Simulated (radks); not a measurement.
Ta25+, configuration [Kr] 4d10 4f2. Calculated with a radial shooting solver on a logarithmic mesh with Libxc functionals: scalar-relativistic Kohn-Sham, PBEsol, spin-polarised, spherical densities, finite nucleus; open shells are filled with parallel spins first (spin-orbit coupling, left out, can overturn this in heavy ions); Fermi nuclear charge, rms radius 5.3507 fm. Some entries of the table are withheld. Estimate them.

orbital,occ.,eigenvalue (eV),<r> (bohr),<r^2> (bohr^2)
1s down,1,-68116.47,0.01867,0.0004791
1s up,1,-68116.47,0.01867,0.0004791
2s up,1,-12367.65,0.07901,0.007385
2s down,1,-12367.57,0.07901,0.007385
2p up,3,-10939.94,0.07060,0.006091
2p down,3,-10939.88,0.07060,0.006090
3s up,1,-3456.603,0.2045,0.04779
3s down,1,-3454.455,0.2044,0.04775
3p up,3,-3031.547,0.2044,0.04839
3p down,3,-3029.397,0.2043,0.04835
3d up,5,-2535.560,0.1852,0.04012
3d down,5,-2533.915,0.1850,0.04006
4s up,1,(1),0.4377,0.2155
4s down,1,(2),0.4379,0.2157
4p up,3,-1139.266,0.4567,0.2360
4p down,3,-1136.044,0.4570,0.2363
4d up,5,-952.5652,0.4679,0.2506
4d down,5,-949.3787,0.4683,0.2511
4f up,2,-750.4115,0.4570,0.2400
4f down,0,-746.8923,0.4578,0.2409

Answer. 
(1) 4s up eigenvalue (eV): -1287.327
(2) 4s down eigenvalue (eV): -1283.970
